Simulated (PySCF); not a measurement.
Record of a relaxation.

C4H8OSi.
SMILES with atom numbers: `[CH3:1][C@@H:2]1[CH:3]=[C:4]1[O:5][SiH3:6]` (hydrogens: H7, H8, H9 on C1; H10 on C2; H11 on C3; H12, H13, H14 on Si6)

Method: PBE0-D3(BJ)/def2-SVP geometry optimisation, gas phase in PySCF 2.14.0; density fitting, grid level 1; the optimiser is geomeTRIC in internal coordinates, started from a GFN2-xTB structure with every atom displaced at random (about 0.01 Å). 7 of its 11 geometries are shown. The frame can shift and turn from step to step; on so coarse a grid that alone can change the energy by a few meV, and forces under 0.02 eV/Å are noise.

Step 0: E = -14183.3570 eV, largest atomic force 4.352 eV/Å
```
atom  x, y, z in Å  |  force x, y, z in eV/Å
C1      1.607    1.063   -0.146   -1.175   1.188   0.514
C2      0.687    0.348    0.825    0.586   0.246  -0.440
C3      0.916   -1.108    1.155    2.144  -1.032   1.750
C4     -0.049   -0.846    0.393   -3.658   0.402  -2.324
O5     -1.114   -1.260   -0.324    2.004  -0.661   1.590
Si6    -2.127   -0.445   -1.321   -0.511  -0.052  -0.065
H7      2.432    1.553    0.369    0.394   0.131   0.202
H8      1.999    0.405   -0.897    0.328  -0.644  -0.652
H9      1.026    1.875   -0.645    0.338  -0.266   0.006
H10     0.269    1.000    1.604   -0.126   0.119   0.131
H11     1.550   -1.794    1.691    0.196  -0.193   0.196
H12    -2.745    0.675   -0.618   -0.374   0.491   0.240
H13    -3.063   -1.531   -1.630   -0.474  -0.022  -0.355
H14    -1.396    0.051   -2.469    0.326   0.295  -0.795
```

Step 2: E = -14183.5802 eV, largest atomic force 0.539 eV/Å
```
atom  x, y, z in Å  |  force x, y, z in eV/Å
C1      1.827    1.709    0.052    0.091  -0.190  -0.050
C2      0.905    0.879    0.922   -0.244   0.158   0.120
C3      1.197   -0.571    1.316   -0.064   0.164   0.157
C4      0.245   -0.368    0.459    0.362  -0.186  -0.353
O5     -0.609   -0.905   -0.401   -0.232   0.072   0.142
Si6    -1.600   -0.018   -1.448    0.034   0.031   0.014
H7      2.619    2.186    0.653   -0.001   0.005   0.005
H8      2.314    1.080   -0.712    0.030   0.021   0.006
H9      1.283    2.515   -0.470   -0.028  -0.040   0.040
H10     0.366    1.503    1.659   -0.051  -0.004  -0.012
H11     1.799   -1.198    1.965    0.078  -0.034  -0.081
H12    -2.186    1.148   -0.727    0.008   0.002  -0.005
H13    -2.661   -0.962   -1.884    0.013  -0.017   0.006
H14    -0.806    0.447   -2.621    0.003   0.017   0.010
```

Step 3: E = -14183.5959 eV, largest atomic force 0.406 eV/Å
```
atom  x, y, z in Å  |  force x, y, z in eV/Å
C1      1.815    1.684    0.039   -0.065   0.119   0.086
C2      0.874    0.875    0.908   -0.032  -0.110  -0.032
C3      1.205   -0.561    1.315   -0.021  -0.029   0.273
C4      0.261   -0.397    0.444    0.022   0.081  -0.397
O5     -0.608   -0.921   -0.410    0.017  -0.078   0.277
Si6    -1.586    0.005   -1.430    0.017   0.038  -0.016
H7      2.578    2.190    0.653    0.003   0.032  -0.017
H8      2.338    1.047   -0.689    0.007  -0.065  -0.032
H9      1.268    2.464   -0.517    0.044   0.000  -0.006
H10     0.303    1.497    1.623    0.017   0.005  -0.012
H11     1.826   -1.165    1.968    0.041  -0.027  -0.061
H12    -2.155    1.157   -0.674   -0.020   0.006  -0.005
H13    -2.646   -0.926   -1.885   -0.030   0.002  -0.026
H14    -0.781    0.497   -2.582    0.001   0.028  -0.030
```

Step 5: E = -14183.6060 eV, largest atomic force 0.094 eV/Å
```
atom  x, y, z in Å  |  force x, y, z in eV/Å
C1      1.795    1.681    0.031    0.034  -0.011   0.005
C2      0.869    0.858    0.902    0.016  -0.001   0.005
C3      1.208   -0.575    1.317   -0.046  -0.009  -0.031
C4      0.267   -0.417    0.437    0.053   0.072   0.031
O5     -0.642   -0.938   -0.370   -0.056  -0.059   0.005
Si6    -1.567    0.023   -1.415   -0.003   0.013  -0.037
H7      2.549    2.209    0.638    0.002  -0.006   0.002
H8      2.329    1.039   -0.688   -0.002   0.020   0.010
H9      1.244    2.449   -0.538   -0.016  -0.008  -0.006
H10     0.294    1.475    1.619   -0.003   0.003   0.002
H11     1.841   -1.183    1.956    0.010   0.001  -0.013
H12    -2.121    1.192   -0.674   -0.004  -0.009   0.008
H13    -2.650   -0.869   -1.902    0.012   0.001   0.003
H14    -0.724    0.499   -2.550    0.003  -0.007   0.015
```

Step 7: E = -14183.6083 eV, largest atomic force 0.054 eV/Å
```
atom  x, y, z in Å  |  force x, y, z in eV/Å
C1      1.801    1.679    0.031    0.002  -0.011  -0.016
C2      0.875    0.858    0.904    0.009   0.016   0.005
C3      1.204   -0.580    1.309    0.010  -0.009  -0.042
C4      0.254   -0.410    0.442   -0.021  -0.015   0.047
O5     -0.679   -0.932   -0.341   -0.011   0.021  -0.023
Si6    -1.573    0.029   -1.414    0.015  -0.014   0.007
H7      2.559    2.202    0.637   -0.002   0.001   0.002
H8      2.330    1.038   -0.692    0.001   0.003   0.005
H9      1.248    2.448   -0.534   -0.002   0.000   0.002
H10     0.315    1.477    1.631    0.000  -0.003   0.000
H11     1.843   -1.198    1.930   -0.003   0.007   0.009
H12    -2.152    1.195   -0.688   -0.003   0.000  -0.001
H13    -2.639   -0.865   -1.932    0.003  -0.001  -0.001
H14    -0.694    0.504   -2.521    0.001   0.006   0.004
```

Step 8: E = -14183.6090 eV, largest atomic force 0.054 eV/Å
```
atom  x, y, z in Å  |  force x, y, z in eV/Å
C1      1.803    1.674    0.027   -0.009   0.004  -0.002
C2      0.877    0.858    0.907    0.001   0.005  -0.011
C3      1.201   -0.581    1.309    0.026  -0.004  -0.017
C4      0.247   -0.406    0.448   -0.035  -0.034   0.023
O5     -0.691   -0.927   -0.331    0.007   0.029  -0.007
Si6    -1.575    0.034   -1.412    0.011  -0.009   0.010
H7      2.565    2.195    0.629    0.000   0.005  -0.001
H8      2.326    1.031   -0.698    0.002  -0.007  -0.001
H9      1.249    2.444   -0.536    0.005   0.002   0.002
H10     0.326    1.481    1.637    0.002  -0.003   0.000
H11     1.844   -1.202    1.924   -0.005   0.004   0.010
H12    -2.177    1.189   -0.689   -0.003   0.002  -0.003
H13    -2.623   -0.867   -1.954   -0.001  -0.001  -0.003
H14    -0.680    0.523   -2.499    0.000   0.008  -0.001
```

Step 10: E = -14183.6099 eV, largest atomic force under 0.02 eV/Å
```
atom  x, y, z in Å  |  force x, y, z in eV/Å
C1      1.804    1.660    0.015   -0.004   0.008   0.009
C2      0.880    0.857    0.907   -0.005  -0.004  -0.012
C3      1.198   -0.583    1.313    0.015   0.005   0.005
C4      0.237   -0.406    0.460   -0.009  -0.012  -0.008
O5     -0.703   -0.921   -0.319    0.011   0.000   0.010
Si6    -1.575    0.045   -1.404   -0.005   0.008  -0.002
H7      2.571    2.184    0.608    0.001   0.002  -0.002
H8      2.321    1.009   -0.707    0.000  -0.004  -0.003
H9      1.251    2.428   -0.552    0.003   0.000  -0.002
H10     0.338    1.487    1.637    0.003  -0.001   0.002
H11     1.842   -1.203    1.928   -0.006  -0.003   0.004
H12    -2.225    1.172   -0.675   -0.001   0.000   0.000
H13    -2.587   -0.865   -1.997   -0.002   0.001  -0.001
H14    -0.659    0.581   -2.451    0.000   0.001  -0.001
```

Problem. Summarise the path.

Solution. The energy falls by 24.39 kJ/mol from step 0 to step 10; nine tenths of that is first reached at step 3. It falls at every step. The largest force goes from 4.352 to under 0.02 eV/Å. Among the bonds O5–Si6 changes most, from 1.638 to 1.695 Å; the atoms move by 0.138 Å rms after alignment.

Problem. Follow the three bonds and two angles with the largest change from start to end.

Solution. 
```json
{"step": "0", "E above end (kJ/mol)": "24.39", "largest force (eV/Å)": "4.352", "O5–Si6 (Å)": "1.638", "Si6–H14 (Å)": "1.448", "C3=C4 (Å)": "1.257", "C4–O5–Si6 (°)": "131.3", "O5–Si6–H13 (°)": "98.9"}
{"step": "1", "E above end (kJ/mol)": "6.12", "largest force (eV/Å)": "1.346", "O5–Si6 (Å)": "1.697", "Si6–H14 (Å)": "1.495", "C3=C4 (Å)": "1.306", "C4–O5–Si6 (°)": "125.3", "O5–Si6–H13 (°)": "106.5"}
{"step": "2", "E above end (kJ/mol)": "2.86", "largest force (eV/Å)": "0.539", "O5–Si6 (Å)": "1.693", "Si6–H14 (Å)": "1.491", "C3=C4 (Å)": "1.297", "C4–O5–Si6 (°)": "124.5", "O5–Si6–H13 (°)": "105.5"}
{"step": "3", "E above end (kJ/mol)": "1.34", "largest force (eV/Å)": "0.406", "O5–Si6 (Å)": "1.689", "Si6–H14 (Å)": "1.489", "C3=C4 (Å)": "1.295", "C4–O5–Si6 (°)": "123.4", "O5–Si6–H13 (°)": "104.7"}
{"step": "4", "E above end (kJ/mol)": "0.83", "largest force (eV/Å)": "0.286", "O5–Si6 (Å)": "1.691", "Si6–H14 (Å)": "1.491", "C3=C4 (Å)": "1.296", "C4–O5–Si6 (°)": "122.8", "O5–Si6–H13 (°)": "104.9"}
{"step": "5", "E above end (kJ/mol)": "0.37", "largest force (eV/Å)": "0.094", "O5–Si6 (Å)": "1.695", "Si6–H14 (Å)": "1.492", "C3=C4 (Å)": "1.298", "C4–O5–Si6 (°)": "121.8", "O5–Si6–H13 (°)": "105.0"}
{"step": "6", "E above end (kJ/mol)": "0.25", "largest force (eV/Å)": "0.059", "O5–Si6 (Å)": "1.696", "Si6–H14 (Å)": "1.491", "C3=C4 (Å)": "1.298", "C4–O5–Si6 (°)": "121.6", "O5–Si6–H13 (°)": "105.0"}
{"step": "7", "E above end (kJ/mol)": "0.15", "largest force (eV/Å)": "0.054", "O5–Si6 (Å)": "1.696", "Si6–H14 (Å)": "1.491", "C3=C4 (Å)": "1.297", "C4–O5–Si6 (°)": "121.4", "O5–Si6–H13 (°)": "105.0"}
{"step": "8", "E above end (kJ/mol)": "0.08", "largest force (eV/Å)": "0.054", "O5–Si6 (Å)": "1.695", "Si6–H14 (Å)": "1.491", "C3=C4 (Å)": "1.297", "C4–O5–Si6 (°)": "121.4", "O5–Si6–H13 (°)": "104.9"}
{"step": "9", "E above end (kJ/mol)": "0.02", "largest force (eV/Å)": "0.041", "O5–Si6 (Å)": "1.695", "Si6–H14 (Å)": "1.491", "C3=C4 (Å)": "1.297", "C4–O5–Si6 (°)": "121.3", "O5–Si6–H13 (°)": "104.9"}
{"step": "10", "E above end (kJ/mol)": "0.00", "largest force (eV/Å)": "under 0.02", "O5–Si6 (Å)": "1.695", "Si6–H14 (Å)": "1.491", "C3=C4 (Å)": "1.297", "C4–O5–Si6 (°)": "121.3", "O5–Si6–H13 (°)": "104.9"}
```

The cost below is that of the whole optimisation. Time: 74 s of wall time; peak memory 0.51 GiB. Hardware: one thread of an Arm Neoverse V1, shared host.
